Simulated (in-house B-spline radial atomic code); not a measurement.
Ionisation energies along the 20-electron series, configuration [Ar] 3d2, as differences of self-consistent energies. Dirac energy differences include first-order Breit, QED and recoil terms. NIST's values go from ground level to ground level; the uncertainty of those that are theory runs from under 0.1 % in few-electron ions to several per cent in heavy many-electron ones. Computed with an all-electron radial atomic-structure program (B-spline basis): Dirac-Hartree-Fock, average of the configuration, finite nuclei.

```csv
ion,configuration after,ionisation energy (eV),IE/(q+1)² (eV),Breit and QED recoil part (eV),tabulated value (eV),computed minus tabulated (eV)
Tm49+,[Ar] 3d1,4297.4,1.719,-2.2445,4335,-38
Yb50+,[Ar] 3d1,4462.4,1.7157,-2.3833,4502,-40
Lu51+,[Ar] 3d1,?,?,?,?,?
Hf52+,[Ar] 3d1,4801.8,1.7094,-2.6779,4846,-44
Ta53+,[Ar] 3d1,4976.2,1.7065,-2.8338,5024,-48
W54+,[Ar] 3d1,?,?,?,?,?
Re55+,[Ar] 3d1,5334.4,1.701,-3.1634,5388,-54
```

(1) Fill in the row of Lu51+.

(2) Fill in the row of W54+.

Where a p, d or f electron is removed, the computed value is a mean over both j, so it misses the tabulated one by a part of the spin-orbit splitting; averaging over terms and missing correlation add to the gap, relatively most at low charge.

## Answers

(1) ionisation energy (eV): 4630.5; IE/(q+1)² (eV): 1.7125; Breit and QED recoil part (eV): -2.5278; tabulated value (eV): 4673; computed minus tabulated (eV): -42.

(2) ionisation energy (eV): 5153.7; IE/(q+1)² (eV): 1.7037; Breit and QED recoil part (eV): -2.9956; tabulated value (eV): 5209; computed minus tabulated (eV): -55.
